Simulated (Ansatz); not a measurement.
`C=C[SiH](F)[GeH3]` and `C=C[SiH](F)O[SiH3]` differ in one atom or group.

Ansatz, PBE0-D4/def2-TZVP geometries, multiplicity 1. Each molecule was computed in one conformer, which needn't be the lowest.

Scalar relativity is left out up to krypton.

```csv
property,`C=C[SiH](F)[GeH3]`
LUMO energy (ωB97M-V/def2-TZVPP) / eV,0.93
LUMO energy (B3LYP/def2-TZVPP) / eV,-1.29
size of the dipole moment (ωB97M-V/def2-TZVPP) / D,1.81
HOMO–LUMO gap (B3LYP/def2-TZVPP) / eV,6.39
HOMO energy (PBE/def2-TZVPP) / eV,-6.76
HOMO–LUMO gap (PBE0/def2-TZVPP) / eV,6.79
```

(1) What does the change do to each property? (Estimate.)

Answers

(1) Computed: 
```
                                          property  `C=C[SiH](F)O[SiH3]`  shift
             LUMO energy (ωB97M-V/def2-TZVPP) / eV                  1.27   0.34
               LUMO energy (B3LYP/def2-TZVPP) / eV                 -1.03   0.26
size of the dipole moment (ωB97M-V/def2-TZVPP) / D                  1.55  -0.26
             HOMO–LUMO gap (B3LYP/def2-TZVPP) / eV                  7.07   0.68
                 HOMO energy (PBE/def2-TZVPP) / eV                 -7.22  -0.46
              HOMO–LUMO gap (PBE0/def2-TZVPP) / eV                  7.54   0.75
```

With PBE0 the HOMO falls by 0.47 eV and the LUMO rises by 0.28 eV, so the gap widens by about 0.75 eV. PBE moves the HOMO by -0.46 eV and ωB97M-V by -0.69 eV. The zero-point energy changes by 18.8 kJ/mol with +3 modes. Dipoles are sizes alone; their direction can turn.

B3LYP here is the variant with VWN-RPA as its local correlation; programs differ in this.
